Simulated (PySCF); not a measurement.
PySCF input (HF/def2-TZVPD):

```python
from pyscf import gto, scf, dft

mol = gto.M(
    atom='''
    C    -2.42378440    0.00527456    0.16041090
    C    -1.07798555    0.30311103    0.19688414
    C     0.02692804   -0.53967825    0.33311347
    Cl    1.62681265    0.10845838   -0.28493447
    H    -3.16491006    0.78839470    0.26682218
    H    -2.78352010   -1.01914476    0.18235962
    H    -0.82792627    1.36565531    0.17773636
    H    -0.03040735   -1.59094188    0.07451663
    ''',
    basis='def2-tzvpd',
    charge=-1,
    spin=0,
    verbose=4,
)

mf = scf.RHF(mol).density_fit(auxbasis='def2-universal-jkfit')
mf.conv_tol = 1e-9
mf.max_cycle = 100
mf.max_memory = 1500
mf.kernel()
if not mf.converged:
    mf = mf.newton()
    mf.kernel(mf.make_rdm1())
mf.analyze()
```

Output:

```
PySCF version 2.14.0

[INPUT] verbose = 4
[INPUT] num. atoms = 8
[INPUT] num. electrons = 40
[INPUT] charge = -1
[INPUT] spin (= nelec alpha-beta = 2S) = 0
[INPUT] symmetry False subgroup None
[INPUT] Mole.unit = angstrom
[INPUT] Symbol           X                Y                Z      unit          X                Y                Z       unit  Magmom
[INPUT]  1 C     -2.423784400000   0.005274560000   0.160410900000 AA   -4.580288700993   0.009967473828   0.303132668395 Bohr   0.0
[INPUT]  2 C     -1.077985550000   0.303111030000   0.196884140000 AA   -2.037097455739   0.572796832035   0.372057102871 Bohr   0.0
[INPUT]  3 C      0.026928040000  -0.539678250000   0.333113470000 AA    0.050886620671  -1.019844087885   0.629493226704 Bohr   0.0
[INPUT]  4 Cl     1.626812650000   0.108458380000  -0.284934470000 AA    3.074230364478   0.204956634114  -0.538448111748 Bohr   0.0
[INPUT]  5 H     -3.164910060000   0.788394700000   0.266822180000 AA   -5.980813222281   1.489850061059   0.504220844159 Bohr   0.0
[INPUT]  6 H     -2.783520100000  -1.019144760000   0.182359620000 AA   -5.260090651222  -1.925904477686   0.344609737980 Bohr   0.0
[INPUT]  7 H     -0.827926270000   1.365655310000   0.177736360000 AA   -1.564553901633   2.580714516458   0.335873042777 Bohr   0.0
[INPUT]  8 H     -0.030407350000  -1.590941880000   0.074516630000 AA   -0.057461563674  -3.006444433301   0.140816022426 Bohr   0.0

nuclear repulsion = 131.528429891562
number of shells = 75
number of NR pGTOs = 272
number of NR cGTOs = 193
basis = def2-tzvpd
ecp = {}

******** <class 'pyscf.df.df_jk.DFRHF'> ********
method = DFRHF
initial guess = minao
damping factor = 0
level_shift factor = 0
DIIS = <class 'pyscf.scf.diis.CDIIS'>
diis_start_cycle = 1
diis_space = 8
diis_damp = 0
SCF conv_tol = 1e-09
SCF conv_tol_grad = None
SCF max_cycles = 100
direct_scf = False
Set gradient conv threshold to 3.16228e-05
Initial guess from minao.
******** <class 'pyscf.df.df.DF'> ********
auxbasis = def2-universal-jkfit
init E= -575.840960708172
  HOMO = -0.118355862535498  LUMO = 0.0343985513659959  gap/eV = 4.15666
cycle= 1 E= -575.363180204702  delta_E= 0.478  |g|= 0.343  |ddm|=  2.5
  HOMO = -0.0320292462351865  LUMO = 0.182345996557689  gap/eV = 5.83345
cycle= 2 E= -575.405696635386  delta_E= -0.0425  |g|= 0.133  |ddm|= 1.04
  HOMO = -0.0471859063477993  LUMO = 0.178954843168189  gap/eV = 6.15360
cycle= 3 E= -575.410950656433  delta_E= -0.00525  |g|= 0.0554  |ddm|= 0.311
  HOMO = -0.052339168837122  LUMO = 0.178710662478213  gap/eV = 6.28719
cycle= 4 E= -575.41230353575  delta_E= -0.00135  |g|= 0.0177  |ddm|= 0.164
  HOMO = -0.0501335106333158  LUMO = 0.178966337067752  gap/eV = 6.23412
cycle= 5 E= -575.412482999251  delta_E= -0.000179  |g|= 0.00672  |ddm|= 0.0786
  HOMO = -0.0510161678580801  LUMO = 0.178937868614955  gap/eV = 6.25737
cycle= 6 E= -575.412535020045  delta_E= -5.2e-05  |g|= 0.00276  |ddm|= 0.0664
  HOMO = -0.0510214748236812  LUMO = 0.178836653576202  gap/eV = 6.25476
cycle= 7 E= -575.412548514348  delta_E= -1.35e-05  |g|= 0.00102  |ddm|= 0.0566
  HOMO = -0.0511799136880597  LUMO = 0.178829430767593  gap/eV = 6.25887
cycle= 8 E= -575.412550308282  delta_E= -1.79e-06  |g|= 0.000534  |ddm|= 0.0251
[...]
cycle= 12 E= -575.412550769529  delta_E= -5.48e-10  |g|= 7.66e-06  |ddm|= 0.000363
  HOMO = -0.0511298409343475  LUMO = 0.178807126262964  gap/eV = 6.25690
Extra cycle  E= -575.412550769597  delta_E= -6.78e-11  |g|= 4.32e-06  |ddm|= 0.000109
converged SCF energy = -575.412550769597
**** SCF Summaries ****
Total Energy =                        -575.412550769596692
Nuclear Repulsion Energy =             131.528429891562126
One-electron Energy =                -1060.255813644434738
Two-electron Energy =                  353.314832983275835
Two-electron Coulomb Energy =          397.996666729396964
DFT Exchange-Correlation Energy =      -44.681833746121129
HOMO-LUMO gap [eV] =                     6.256903574674109
**** MO energy ****
MO #1   energy= -104.63015530883   occ= 2
MO #2   energy= -11.0584362331208  occ= 2
MO #3   energy= -11.0362015117446  occ= 2
MO #4   energy= -11.0027045572212  occ= 2
MO #5   energy= -10.3569572181713  occ= 2
MO #6   energy= -7.82387766840636  occ= 2
MO #7   energy= -7.82302898209815  occ= 2
MO #8   energy= -7.82279511924289  occ= 2
MO #9   energy= -0.920248054134714 occ= 2
MO #10  energy= -0.837748018247517 occ= 2
MO #11  energy= -0.68072542602809  occ= 2
MO #12  energy= -0.551950559232683 occ= 2
MO #13  energy= -0.421941253368641 occ= 2
MO #14  energy= -0.408453979747379 occ= 2
MO #15  energy= -0.323218645431932 occ= 2
MO #16  energy= -0.307711934738918 occ= 2
MO #17  energy= -0.295615301793796 occ= 2
MO #18  energy= -0.252078706441967 occ= 2
MO #19  energy= -0.208104777420864 occ= 2
MO #20  energy= -0.0511298409343475 occ= 2
MO #21  energy= 0.178807126262964  occ= 0
MO #22  energy= 0.208980847813079  occ= 0
MO #23  energy= 0.212289946416642  occ= 0
MO #24  energy= 0.22222991727839   occ= 0
MO #25  energy= 0.242428688178195  occ= 0
MO #26  energy= 0.250182939693094  occ= 0
MO #27  energy= 0.3031705493655    occ= 0
MO #28  energy= 0.308116142183872  occ= 0
MO #29  energy= 0.32400446411769   occ= 0
MO #30  energy= 0.327595505331197  occ= 0
MO #31  energy= 0.358270468850031  occ= 0
MO #32  energy= 0.370616041481369  occ= 0
MO #33  energy= 0.377453564907699  occ= 0
MO #34  energy= 0.402888519168058  occ= 0
MO #35  energy= 0.419489307321374  occ= 0
MO #36  energy= 0.420236533344415  occ= 0
MO #37  energy= 0.431561373201138  occ= 0
MO #38  energy= 0.438120353837949  occ= 0
MO #39  energy= 0.463594935292241  occ= 0
MO #40  energy= 0.46488984960398   occ= 0
MO #41  energy= 0.484203816773923  occ= 0
MO #42  energy= 0.494520040060446  occ= 0
MO #43  energy= 0.50126999111323   occ= 0
MO #44  energy= 0.505991199544964  occ= 0
MO #45  energy= 0.515516745757582  occ= 0
MO #46  energy= 0.521421973053153  occ= 0
MO #47  energy= 0.527227825580587  occ= 0
MO #48  energy= 0.538038552911005  occ= 0
MO #49  energy= 0.542386180042669  occ= 0
MO #50  energy= 0.556687591171821  occ= 0
MO #51  energy= 0.567612038903325  occ= 0
MO #52  energy= 0.575250324952375  occ= 0
MO #53  energy= 0.587296840911561  occ= 0
MO #54  energy= 0.599274820863489  occ= 0
MO #55  energy= 0.612653143397374  occ= 0
MO #56  energy= 0.625123233255199  occ= 0
MO #57  energy= 0.638606584657592  occ= 0
MO #58  energy= 0.649505300276982  occ= 0
MO #59  energy= 0.65230433528094   occ= 0
MO #60  energy= 0.668206040415915  occ= 0
MO #61  energy= 0.685468414102383  occ= 0
MO #62  energy= 0.695828606205023  occ= 0
MO #63  energy= 0.709496298282939  occ= 0
MO #64  energy= 0.715395225955176  occ= 0
MO #65  energy= 0.729542331153359  occ= 0
MO #66  energy= 0.747601754035374  occ= 0
MO #67  energy= 0.756118632429948  occ= 0
MO #68  energy= 0.769328100219679  occ= 0
MO #69  energy= 0.81807244205298   occ= 0
MO #70  energy= 0.846436292846655  occ= 0
MO #71  energy= 0.868839432791402  occ= 0
MO #72  energy= 0.903908761204131  occ= 0
MO #73  energy= 0.914779920102393  occ= 0
MO #74  energy= 0.935988852300889  occ= 0
MO #75  energy= 0.955498412812516  occ= 0
MO #76  energy= 0.961298072486161  occ= 0
MO #77  energy= 1.00060821948773   occ= 0
MO #78  energy= 1.0065612705452    occ= 0
MO #79  energy= 1.01191432121051   occ= 0
MO #80  energy= 1.030933819602     occ= 0
MO #81  energy= 1.03622722461331   occ= 0
MO #82  energy= 1.03946862637889   occ= 0
MO #83  energy= 1.05299665693363   occ= 0
MO #84  energy= 1.06485639137195   occ= 0
MO #85  energy= 1.08242675546818   occ= 0
MO #86  energy= 1.10010403990559   occ= 0
MO #87  energy= 1.12904390726124   occ= 0
MO #88  energy= 1.14041390402108   occ= 0
MO #89  energy= 1.1755569994742    occ= 0
MO #90  energy= 1.18815279039898   occ= 0
MO #91  energy= 1.20968929505893   occ= 0
MO #92  energy= 1.22886267493379   occ= 0
MO #93  energy= 1.29270061703424   occ= 0
MO #94  energy= 1.32877129173358   occ= 0
MO #95  energy= 1.39790834710144   occ= 0
MO #96  energy= 1.40847928939817   occ= 0
MO #97  energy= 1.44473377527419   occ= 0
MO #98  energy= 1.50161430370963   occ= 0
MO #99  energy= 1.56092208942865   occ= 0
MO #100 energy= 1.6033742526977    occ= 0
MO #101 energy= 1.6543621146566    occ= 0
MO #102 energy= 1.68386297629068   occ= 0
MO #103 energy= 1.73624370215264   occ= 0
MO #104 energy= 1.79841878111758   occ= 0
MO #105 energy= 1.83036302994344   occ= 0
MO #106 energy= 1.85759302224593   occ= 0
MO #107 energy= 1.91731651589328   occ= 0
[...]
```

It need not be the lowest isomer of its formula. Whether it binds its extra electron was not tested at this geometry.
